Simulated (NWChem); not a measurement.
System: C$_{4}$H$_{10}$B, doublet; SMILES CC[B]CC

NWChem input:

```
start job
memory heap 200 mb stack 900 mb global 1100 mb
geometry units angstroms noautoz
  C      0.012022     2.578220    -0.011184
  C     -0.351745     1.097485     0.015908
  B      0.785064     0.038198    -0.007970
  C      0.695245    -1.516979     0.002196
  C     -0.692499    -2.161591    -0.008129
  H      0.644977     2.847160     0.848240
  H      0.581213     2.830263    -0.918992
  H     -0.879434     3.224768     0.014485
  H     -0.963609     0.856363     0.911560
  H     -1.026871     0.839128    -0.827626
  H      1.278770    -1.852034     0.882951
  H      1.306803    -1.881282    -0.846260
  H     -1.262416    -1.877666    -0.906913
  H     -1.288882    -1.850888     0.864193
  H     -0.636662    -3.261763     0.009023
end
basis spherical
  C library 6-31g*
  B library 6-31g*
  H library 6-31g*
end
dft
  odft
  mult 2
  xc r2scan
  iterations 200
  vectors input hcore
end
task dft gradient
```

NWChem printed, in part:

```
             Northwest Computational Chemistry Package (NWChem) 7.3.0
             --------------------------------------------------------

 C1  symmetry detected

                             Geometry "geometry" -> ""
                             -------------------------

 Output coordinates in angstroms (scale by  1.889725989 to convert to a.u.)

  No.       Tag          Charge          X              Y              Z
 ---- ---------------- ---------- -------------- -------------- --------------
    1 C                    6.0000    -0.00924334     2.57706008    -0.01087030
    2 C                    6.0000    -0.35574394     1.09218318     0.01585956
    3 B                    5.0000     0.79337318     0.04622930    -0.00659323
    4 C                    6.0000     0.72169059    -1.50988931     0.00354474
    5 C                    6.0000    -0.65842556    -2.17064715    -0.00842003
    6 H                    1.0000     0.61949415     2.85339805     0.84930228
    7 H                    1.0000     0.55806313     2.83569198    -0.91800444
    8 H                    1.0000    -0.90821153     3.21316539     0.01369059
    9 H                    1.0000    -0.96583321     0.84397326     0.91078569
   10 H                    1.0000    -1.02679215     0.82593613    -0.82847442
   11 H                    1.0000     1.30802188    -1.83808109     0.88501988
   12 H                    1.0000     1.33847977    -1.86706499    -0.84415455
   13 H                    1.0000    -1.23053156    -1.89342382    -0.90790511
   14 H                    1.0000    -1.25944427    -1.86688990     0.86316631
   15 H                    1.0000    -0.58977862    -3.27009225     0.00885606

 Effective nuclear repulsion energy (a.u.)     155.2059252625

                                 NWChem DFT Module
                                 -----------------

 Summary of "ao basis" -> "ao basis" (spherical)
 ------------------------------------------------------------------------------
       Tag                 Description            Shells   Functions and Types
 ---------------- ------------------------------  ------  ---------------------
 C                           6-31g*                  6       14   3s2p1d
 B                           6-31g*                  6       14   3s2p1d
 H                           6-31g*                  2        2   2s

            General Information
            -------------------
          SCF calculation type: DFT
          Wavefunction type:  spin polarized.
          No. of atoms     :    15
          No. of electrons :    39
           Alpha electrons :    20
            Beta electrons :    19
          Charge           :     0
          Spin multiplicity:     2
          Use of symmetry is: off; symmetry adaption is: off
          Maximum number of iterations: 200
          AO basis - number of functions:    90
                     number of shells:    50
          Convergence on energy requested:  1.00D-06
          Convergence on density requested:  1.00D-05
          Convergence on gradient requested:  5.00D-04

              XC Information
              --------------
                      r^2SCAN Method XC Functional
               r^2SCAN metaGGA Exchange Functional  1.000
                     r^2SCAN Correlation Potential  1.000

             Grid Information
             ----------------
          Grid used for XC integration:  medium
          Radial quadrature: Mura-Knowles
          Angular quadrature: Lebedev.
          Tag              B.-S. Rad. Rad. Pts. Rad. Cut. Ang. Pts.
          ---              ---------- --------- --------- ---------
          C                   0.70       49          13.0       434
          B                   0.85       49          10.0       434
          H                   0.35       45          13.0       434
          Grid pruning is: on
          Number of quadrature shells:   695
          Spatial weights used:  Erf1

      Non-variational initial energy
      ------------------------------

 Total energy =     155.205925
 1-e energy   =       0.000000
 2-e energy   =       0.000000
 HOMO         =     -11.184944
 LUMO         =     -11.144446

   convergence    iter        energy       DeltaE   RMS-Dens  Diis-err
 ---------------- ----- ----------------- --------- --------- ---------
 d= 0,ls=0.0,diis     1   -144.4801742315 -3.00D+02  3.86D-01  2.80D+01
                                                     3.49D-01  2.62D+01
 d= 0,ls=0.0,diis     2   -106.8439295330  3.76D+01  4.52D-01  2.98D+01
                                                     4.16D-01  3.37D+01
 d= 0,ls=0.0,diis     3   -147.1335315004 -4.03D+01  2.92D-01  1.81D+01
                                                     2.81D-01  1.73D+01
 d= 0,ls=0.0,diis     4   -145.6396836263  1.49D+00  1.25D-01  2.49D+01
                                                     1.16D-01  2.41D+01
 d= 0,ls=0.0,diis     5   -182.9036866220 -3.73D+01  1.06D-02  2.62D-01
                                                     9.63D-03  2.67D-01
 d= 0,ls=0.0,diis     6   -182.9959904439 -9.23D-02  5.76D-03  1.63D-01
                                                     3.70D-03  1.53D-01
 d= 0,ls=0.0,diis     7   -183.0795910071 -8.36D-02  1.13D-03  1.34D-02
                                                     9.39D-04  1.33D-02
  Resetting Diis
 d= 0,ls=0.0,diis     8   -183.0862962061 -6.71D-03  4.01D-04  1.23D-03
                                                     3.02D-04  1.16D-03
 d= 0,ls=0.0,diis     9   -183.0868505356 -5.54D-04  2.23D-04  1.84D-04
                                                     2.08D-04  1.91D-04
 d= 0,ls=0.0,diis    10   -183.0867846755  6.59D-05  1.31D-04  3.28D-04
                                                     1.18D-04  3.13D-04
 d= 0,ls=0.0,diis    11   -183.0869474950 -1.63D-04  1.30D-05  6.52D-07
                                                     1.16D-05  6.87D-07
 d= 0,ls=0.0,diis    12   -183.0869478382 -3.43D-07  6.74D-06  2.31D-07
                                                     4.47D-06  2.30D-07

         Total DFT energy =     -183.086947838177
      One electron energy =     -551.593812570136
           Coulomb energy =      242.665643836599
    Exchange-Corr. energy =      -29.364704367185
 Nuclear repulsion energy =      155.205925262544

 Numeric. integr. density =       39.000017210276

                    DFT Final Alpha Molecular Orbital Analysis
                    ------------------------------------------

 Vector   18  Occ=1.000000D+00  E=-3.086443D-01
              MO Center= -4.6D-02,  1.1D+00,  2.2D-03, r^2= 4.8D+00
   Bfn.  Coefficient  Atom+Function         Bfn.  Coefficient  Atom+Function
  ----- ------------  ---------------      ----- ------------  ---------------
     5      0.289025   1 C  pz               19     -0.248834   2 C  pz
    71      0.171899   6 H  s                73     -0.170819   7 H  s
     9      0.165125   1 C  pz               47      0.162314   4 C  pz
    78     -0.159647   9 H  s                80      0.160036  10 H  s
    72      0.157043   6 H  s                79      0.157311  10 H  s

 Vector   19  Occ=1.000000D+00  E=-2.663489D-01
              MO Center=  2.1D-01, -6.3D-02,  3.1D-03, r^2= 4.4D+00
   Bfn.  Coefficient  Atom+Function         Bfn.  Coefficient  Atom+Function
  ----- ------------  ---------------      ----- ------------  ---------------
    32      0.323866   3 B  py               46     -0.295133   4 C  py
    17      0.225412   2 C  px               18     -0.186259   2 C  py
    50     -0.182330   4 C  py               76      0.148391   8 H  s
     4      0.137676   1 C  py               75      0.133419   8 H  s
    60      0.127068   5 C  py               21      0.125111   2 C  px

 Vector   20  Occ=1.000000D+00  E=-1.373557D-01
              MO Center=  9.6D-01,  1.3D-01, -1.1D-02, r^2= 2.3D+00
   Bfn.  Coefficient  Atom+Function         Bfn.  Coefficient  Atom+Function
  ----- ------------  ---------------      ----- ------------  ---------------
    31      0.458906   3 B  px               34      0.453832   3 B  s
    35      0.399681   3 B  px               32      0.172017   3 B  py
    48     -0.160340   4 C  s                36      0.157911   3 B  py
    17     -0.149622   2 C  px                6     -0.145426   1 C  s
    20     -0.140224   2 C  s                62      0.138637   5 C  s

 Vector   21  Occ=0.000000D+00  E=-4.384900D-02
              MO Center=  7.1D-01,  2.0D-02, -3.5D-03, r^2= 2.4D+00
   Bfn.  Coefficient  Atom+Function         Bfn.  Coefficient  Atom+Function
  ----- ------------  ---------------      ----- ------------  ---------------
    37      0.625456   3 B  pz               33      0.508642   3 B  pz
    78     -0.248863   9 H  s                80      0.241567  10 H  s
    82     -0.219520  11 H  s                84      0.207576  12 H  s
    77     -0.105303   9 H  s                81     -0.104765  11 H  s
    79      0.103032  10 H  s                83      0.100626  12 H  s

 Vector   22  Occ=0.000000D+00  E= 8.291003D-02
              MO Center= -4.8D-01, -9.0D-01,  2.3D-02, r^2= 6.2D+00
   Bfn.  Coefficient  Atom+Function         Bfn.  Coefficient  Atom+Function
  ----- ------------  ---------------      ----- ------------  ---------------
    20      1.429746   2 C  s                62      1.410964   5 C  s
    48      0.809588   4 C  s                78     -0.661506   9 H  s
    80     -0.658720  10 H  s                88     -0.651104  14 H  s
    86     -0.638420  13 H  s                90     -0.627777  15 H  s
    34     -0.561120   3 B  s                82     -0.528466  11 H  s

 Vector   23  Occ=0.000000D+00  E= 1.154957D-01
              MO Center=  1.5D-01,  8.9D-01,  2.4D-03, r^2= 8.4D+00
   Bfn.  Coefficient  Atom+Function         Bfn.  Coefficient  Atom+Function
  ----- ------------  ---------------      ----- ------------  ---------------
     6      1.608816   1 C  s                48     -1.399382   4 C  s
    76     -0.859179   8 H  s                20      0.723010   2 C  s
    82      0.616906  11 H  s                84      0.615247  12 H  s
    74     -0.599217   7 H  s                72     -0.593817   6 H  s
    80     -0.545938  10 H  s                78     -0.529176   9 H  s

                     DFT Final Beta Molecular Orbital Analysis
                     -----------------------------------------

 Vector   17  Occ=1.000000D+00  E=-3.121453D-01
              MO Center= -9.3D-02,  6.3D-01, -2.3D-02, r^2= 5.7D+00
   Bfn.  Coefficient  Atom+Function         Bfn.  Coefficient  Atom+Function
  ----- ------------  ---------------      ----- ------------  ---------------
     3      0.270352   1 C  px               17     -0.212305   2 C  px
    34     -0.171283   3 B  s                30     -0.159347   3 B  s
    46     -0.150278   4 C  py               75     -0.148841   8 H  s
     7      0.146014   1 C  px               76     -0.137669   8 H  s
    60      0.136921   5 C  py               73      0.126799   7 H  s

 Vector   18  Occ=1.000000D+00  E=-3.078567D-01
              MO Center= -5.4D-02,  1.2D+00,  2.8D-03, r^2= 4.5D+00
   Bfn.  Coefficient  Atom+Function         Bfn.  Coefficient  Atom+Function
  ----- ------------  ---------------      ----- ------------  ---------------
     5      0.293706   1 C  pz               19     -0.255573   2 C  pz
    71      0.176990   6 H  s                73     -0.172846   7 H  s
     9      0.169266   1 C  pz               72      0.161402   6 H  s
    79      0.161440  10 H  s                80      0.160282  10 H  s
    74     -0.157688   7 H  s                77     -0.157359   9 H  s

 Vector   19  Occ=1.000000D+00  E=-2.605060D-01
              MO Center=  2.1D-01, -4.2D-02,  3.3D-03, r^2= 4.3D+00
   Bfn.  Coefficient  Atom+Function         Bfn.  Coefficient  Atom+Function
  ----- ------------  ---------------      ----- ------------  ---------------
    32      0.314929   3 B  py               46     -0.298159   4 C  py
    17      0.235333   2 C  px               50     -0.201365   4 C  py
    18     -0.189010   2 C  py               76      0.150056   8 H  s
    21      0.146949   2 C  px                4      0.135288   1 C  py
    75      0.131506   8 H  s                60      0.121841   5 C  py

 Vector   20  Occ=0.000000D+00  E=-1.521449D-02
              MO Center=  9.8D-01,  2.1D-01, -7.3D-02, r^2= 2.6D+00
   Bfn.  Coefficient  Atom+Function         Bfn.  Coefficient  Atom+Function
  ----- ------------  ---------------      ----- ------------  ---------------
    34      0.546136   3 B  s                 6     -0.420471   1 C  s
    35      0.377544   3 B  px               31      0.360686   3 B  px
    62      0.290518   5 C  s                78      0.252073   9 H  s
    48     -0.244507   4 C  s                20     -0.231127   2 C  s
    36      0.192220   3 B  py               63      0.190010   5 C  px

 Vector   21  Occ=0.000000D+00  E=-1.380815D-02
              MO Center=  6.8D-01,  1.8D-03,  6.0D-02, r^2= 2.5D+00
   Bfn.  Coefficient  Atom+Function         Bfn.  Coefficient  Atom+Function
  ----- ------------  ---------------      ----- ------------  ---------------
    37      0.581965   3 B  pz               33      0.493761   3 B  pz
    80      0.306437  10 H  s                82     -0.282192  11 H  s
    84      0.266494  12 H  s                78     -0.260053   9 H  s
     9     -0.140065   1 C  pz               72      0.132858   6 H  s
    79      0.115843  10 H  s                81     -0.115093  11 H  s

 Vector   22  Occ=0.000000D+00  E= 8.607236D-02
              MO Center= -4.8D-01, -1.0D+00,  2.2D-02, r^2= 6.0D+00
   Bfn.  Coefficient  Atom+Function         Bfn.  Coefficient  Atom+Function
  ----- ------------  ---------------      ----- ------------  ---------------
    62      1.465653   5 C  s                20      1.344526   2 C  s
    48      0.842548   4 C  s                88     -0.681881  14 H  s
    86     -0.667792  13 H  s                90     -0.651602  15 H  s
    78     -0.634924   9 H  s                80     -0.632739  10 H  s
    82     -0.533629  11 H  s                84     -0.532606  12 H  s

   alpha - beta orbital overlaps
   -----------------------------

   alpha      1      2      3      4      5      6      7      8      9     10
    beta      1      2      3      4      5      6      7      8      9     11
 overlap   1.000  1.000  1.000  1.000  1.000  1.000  1.000  0.998  0.999  0.984

[...]

                         DFT ENERGY GRADIENTS

    atom               coordinates                        gradient
                 x          y          z           x          y          z
   1 C      -0.017467   4.869937  -0.020542   -0.001626  -0.006465   0.000097
   2 C      -0.672259   2.063927   0.029970    0.004046   0.006963  -0.000134
   3 B       1.499258   0.087361  -0.012459   -0.002983  -0.001939   0.000096
   4 C       1.363797  -2.853277   0.006699   -0.006283  -0.001640  -0.000080
   5 C      -1.244244  -4.101928  -0.015912    0.006198   0.003616   0.000037
   6 H       1.170674   5.392140   1.604949    0.001435   0.001030   0.001824
   7 H       1.054586   5.358681  -1.734777    0.001303   0.000987  -0.001943
   8 H      -1.716271   6.072002   0.025871   -0.001712   0.001415   0.000048
   9 H      -1.825160   1.594878   1.721135   -0.000381  -0.001524   0.001503
  10 H      -1.940356   1.560793  -1.565590   -0.000464  -0.001572  -0.001448
  11 H       2.471803  -3.473470   1.672445    0.001839   0.000362   0.001470
  12 H       2.529360  -3.528241  -1.595221    0.001912   0.000288  -0.001425
  13 H      -2.325367  -3.578052  -1.715692   -0.001662   0.000261  -0.001906
  14 H      -2.380005  -3.527910   1.631148   -0.001715   0.000291   0.001830
  15 H      -1.114520  -6.179578   0.016736    0.000092  -0.002074   0.000031
```

Level: r2SCAN/6-31G* (spherical d), spin-unrestricted. All runs use the structure optimised with PBE0/def2-SVP, spin-unrestricted. Not confirmed as a minimum by frequencies. No stability test was run on the SCF state.
